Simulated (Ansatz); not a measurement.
CH5AlBClGe, SMILES `C[B]1[GeH2][Al]1[Cl]` at its PBE0-D4/def2-TZVP geometry, where that method's forces vanish. The species carries charge 0 and has multiplicity 1.

```
atom    x (Å)    y (Å)    z (Å)
  C1   0.9759   1.0595   0.8124
  B2   0.0086   0.0408   0.1226
 Ge3  -0.2674  -1.0826  -1.6148
 Al4  -1.8855  -0.7772   0.1486
 Cl5  -3.9807  -0.7635   0.2285
  H6   1.9133   1.1810   0.2613
  H7   0.5010   2.0424   0.8839
  H8   1.2268   0.7561   1.8338
  H9   0.9350  -1.2785  -2.6003
 H10   0.5729  -1.1780  -0.0760
```

**Question.** For each bond, give half the difference of the two atoms' forces along it (eV/Å; positive pushes the atoms apart) under PBE-D4, r2SCAN-D4, B3LYP-D4, ωB97M-V in def2-TZVPP. (Best estimate.)

**Answer.** The calculation gave: 
```json
{"bond": "C1–B2", "length (Å)": "1.565", "PBE-D4": "-0.13", "r2SCAN-D4": "-0.03", "B3LYP-D4": "0.01", "ωB97M-V": "0.18"}
{"bond": "C1–H6", "length (Å)": "1.094", "PBE-D4": "0.14", "r2SCAN-D4": "-0.02", "B3LYP-D4": "-0.01", "ωB97M-V": "-0.06"}
{"bond": "C1–H7", "length (Å)": "1.094", "PBE-D4": "0.14", "r2SCAN-D4": "0.00", "B3LYP-D4": "-0.05", "ωB97M-V": "-0.09"}
{"bond": "C1–H8", "length (Å)": "1.095", "PBE-D4": "0.12", "r2SCAN-D4": "-0.01", "B3LYP-D4": "-0.03", "ωB97M-V": "-0.06"}
{"bond": "B2–Ge3", "length (Å)": "2.087", "PBE-D4": "0.17", "r2SCAN-D4": "0.03", "B3LYP-D4": "0.15", "ωB97M-V": "-0.04"}
{"bond": "B2–Al4", "length (Å)": "2.063", "PBE-D4": "0.01", "r2SCAN-D4": "0.01", "B3LYP-D4": "-0.02", "ωB97M-V": "-0.14"}
{"bond": "B2–H10", "length (Å)": "1.358", "PBE-D4": "0.07", "r2SCAN-D4": "0.05", "B3LYP-D4": "-0.07", "ωB97M-V": "-0.10"}
{"bond": "Ge3–Al4", "length (Å)": "2.413", "PBE-D4": "0.01", "r2SCAN-D4": "-0.05", "B3LYP-D4": "0.11", "ωB97M-V": "0.08"}
{"bond": "Ge3–H9", "length (Å)": "1.567", "PBE-D4": "0.14", "r2SCAN-D4": "0.02", "B3LYP-D4": "-0.04", "ωB97M-V": "-0.17"}
{"bond": "Ge3–H10", "length (Å)": "1.756", "PBE-D4": "0.17", "r2SCAN-D4": "-0.07", "B3LYP-D4": "0.13", "ωB97M-V": "-0.01"}
{"bond": "Al4–Cl5", "length (Å)": "2.097", "PBE-D4": "0.18", "r2SCAN-D4": "0.04", "B3LYP-D4": "0.11", "ωB97M-V": "0.06"}
```

B3LYP here is the variant with VWN-RPA as its local correlation; programs differ in this.

Computed with Ansatz.
